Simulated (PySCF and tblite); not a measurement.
Values are calculated unless marked as measured or tabulated.
5 regioisomers of C9H7F3O:

```json
{"isomer": "A", "SMILES": "[OH:1][c:2]1[c:3]([C:4]([F:5])([F:6])[F:7])[cH:8][cH:9][c:10]2[c:11]1[CH2:12][CH2:13]2"}
{"isomer": "B", "SMILES": "[OH:1][c:2]1[cH:3][cH:4][cH:5][c:6]2[c:7]1[CH2:8][C@@H:9]2[C:10]([F:11])([F:12])[F:13]"}
{"isomer": "C", "SMILES": "[OH:1][c:2]1[cH:3][cH:4][c:5]2[c:6]([c:7]1[C:8]([F:9])([F:10])[F:11])[CH2:12][CH2:13]2"}
{"isomer": "D", "SMILES": "[OH:1][c:2]1[cH:3][cH:4][c:5]2[c:6]([cH:7]1)[C@H:8]([C:9]([F:10])([F:11])[F:12])[CH2:13]2"}
{"isomer": "E", "SMILES": "[OH:1][C@@H:2]1[c:3]2[cH:4][cH:5][cH:6][cH:7][c:8]2[C@@H:9]1[C:10]([F:11])([F:12])[F:13]"}
```

Protocol: conformer search, at most 3 conformers an isomer, GFN2-xTB geometries, energies PBE0/6-31G* (D3(BJ) added where defined), GIAO shieldings PBE0/6-31G*, weights at 298.15 K with GFN2-xTB thermal terms. Programs: PySCF with density fitting and tblite.

Q: What shifts does each isomer give (ppm; of two unlike H on one atom, a is the less shielded)?

A: 
A: ¹H (against TMS): 7.58 (H8, 1H), 6.77 (H9, 1H), 3.13 (H12, 2H), 3.05 (H13, 2H). ¹³C (against TMS): 145.5 (C10), 142.0 (C2), 129.0 (C4), 125.9 (C11), 124.8 (C8), 110.2 (C3), 109.6 (C9), 28.2 (C13), 27.0 (C12). ¹⁹F (against CFCl3): -72.1 (F5/F6/F7).

B: ¹H (against TMS): 7.37 (H4, 1H), 6.87 (H5, 1H), 6.63 (H3, 1H), 3.75 (H9, 1H), 3.25 (H8a, 1H), 3.19 (H8b, 1H). ¹³C (against TMS): 143.4 (C2), 136.0 (C6), 128.2 (C10), 124.1 (C4), 120.7 (C7), 110.4 (C3), 110.1 (C5), 44.5 (C9), 28.5 (C8). ¹⁹F (against CFCl3): -88.1 (F11/F12/F13).

C: ¹H (against TMS): 7.18 (H4, 1H), 6.78 (H3, 1H), 3.22 (H12, 2H), 3.07 (H13, 2H). ¹³C (against TMS): 146.8 (C2), 141.4 (C6), 129.6 (C5), 127.7 (C8), 121.7 (C4), 111.7 (C3), 107.0 (C7), 28.1 (C13), 28.0 (C12). ¹⁹F (against CFCl3): -73.0 (F9/F10/F11).

D: ¹H (against TMS): 7.08 (H4, 1H), 6.63 (H3, 1H), 6.57 (H7, 1H), 3.72 (H8, 1H), 3.24 (H13a, 1H), 3.18 (H13b, 1H). ¹³C (against TMS): 149.1 (C2), 135.5 (C6), 128.6 (C5), 128.2 (C9), 118.5 (C4), 109.6 (C3), 105.1 (C7), 44.1 (C8), 30.3 (C13). ¹⁹F (against CFCl3): -88.1 (F10/F11/F12).

E: ¹H (against TMS): 7.53 (H6, 1H), 7.52 (H5, 1H), 7.42 (H7, 1H), 7.42 (H4, 1H), 5.51 (H2, 1H), 4.03 (H9, 1H). ¹³C (against TMS): 143.4 (C3), 132.7 (C8), 128.1 (C10), 124.0 (C6), 123.1 (C5), 118.7 (C7), 117.6 (C4), 70.6 (C2), 53.2 (C9). ¹⁹F (against CFCl3): -81.7 (F11/F12/F13). H not on carbon is left out.

H on N, O and S are left out: they exchange, and hydrogen bonds move them by several ppm. Unscaled ¹⁹F shifts at such levels can be off by tens of ppm; differences between conformers or isomers are more reliable. Shifts are unscaled: against experiment ¹³C can be off by 15 ppm or more and ¹H by 0.8 ppm. At least one structure keeps an imaginary mode at the tight-binding level.
